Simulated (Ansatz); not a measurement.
The cation of GeH₃I, SMILES `[GeH3][I]` at the neutral geometry.

```yaml
crystal:
  periodic: [false, false, false]
  atoms:
    - {symbol: Ge, position_ang: [-0.009335, 0.021044, -0.230426]}
    - {symbol: I, position_ang: [0.205697, -0.377097, 2.242655]}
    - {symbol: H, position_ang: [-0.354624, 1.499913, -0.431655]}
    - {symbol: H, position_ang: [-1.128151, -0.887971, -0.748800]}
    - {symbol: H, position_ang: [1.336313, -0.329489, -0.873174]}
basis:
  gaussian: {orbitals: def2-TZVPP}
total_charge: 1
magnetization: {spin_polarized: true, initial_magnetization: 1}
hamiltonian: {xc: {name: B2PLYP}}
```

```sh
$ ansatz run in.yaml --threads 4 --pin off --events-out ev --progress --plain --max-ram 10444MiB
```

It prints (some lines left out):

```
Functional definition: B2PLYP
1021 factors; integrals over basis functions are off by at most 1.1e-3 eV
mean field evaluation 1: about -64637.8140 eV, gradient 8.6e0 eV
mean field evaluation 2: about -64637.8400 eV, gradient 8.6e0 eV
mean field evaluation 4: about -64638.2463 eV, gradient 1.5e0 eV
mean field evaluation 8: about -64638.2625 eV, gradient 9.6e-2 eV
mean field evaluation 16: about -64638.2627 eV, gradient 3.6e-4 eV
mean field evaluation 32: about -64638.2627 eV, gradient 5.3e-5 eV
mean field -64638.26269030 eV, -2375.4123404806 hartree, gradient 1.3e-10 eV, S^2 0.755466; 2 other end points of the search recorded, 0 dependent functions left out
13 core orbitals not correlated: weight in the atoms' cores, before any rotation towards them, 1.000 or more for the frozen orbitals, at most 0.000 for the correlated occupied ones
reference -64638.26283273 eV, -2375.4123457147 hartree; 17, 16 occupied and 110, 111 virtual orbitals, 1021 factors
second order -23.17710738 eV of doubles, -0.00000000 eV of singles
Total energy: -64644.52065172 eV, -2375.6423163209 hartree
```

Run time 14 s (4 threads of an Intel Xeon Platinum 8488C on a shared host); peak host memory 0.55 GiB.
